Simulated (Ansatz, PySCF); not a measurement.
System: BiF₂, charge 0, doublet. BiF2 (SMILES [Bi]([F])[F], doublet).
B3LYP-D3(BJ)/def2-TZVP minimum from Ansatz (an electronic-structure program):
```xyz
3

Bi    -0.1218    -0.0876     0.1883
F     -0.3250     1.6223    -0.8748
F      1.4481    -0.8140    -0.8620
```
Charge 0, spin multiplicity 2.

Atomisation energy term by term, kcal/mol (programs: Ansatz). UHF or UKS for unpaired electrons; spin-orbit terms are left out. Cores are frozen in correlated methods (noble-gas shells, and filled d and f shells in the p block). Past Kr the def2 sets carry scalar-relativistic core potentials. CBS(X,Y): correlation extrapolated as X^-3, Hartree-Fock from the larger set. A bracket is a step between two methods taken in the basis named. Spin-orbit terms, left out, reach several kcal/mol for Br and I, and more for heavier atoms.

| term | basis | kcal/mol |
|---|---|---|
| Hartree-Fock | def2-QZVPP | 96.48 |
| CCSD correlation | CBS(def2-TZVPP,def2-QZVPP) | 85.44 |
| (T) | CBS(def2-TZVPP,def2-QZVPP) | 8.65 |
| CCSDT(Q) - CCSD(T) | def2-SVP | 0.98 |
| minus zero-point energy | harmonic, PySCF's Hessian at B3LYP-D3(BJ)/def2-TZVP | -1.83 |
| sum: D0 |  | 189.7 |
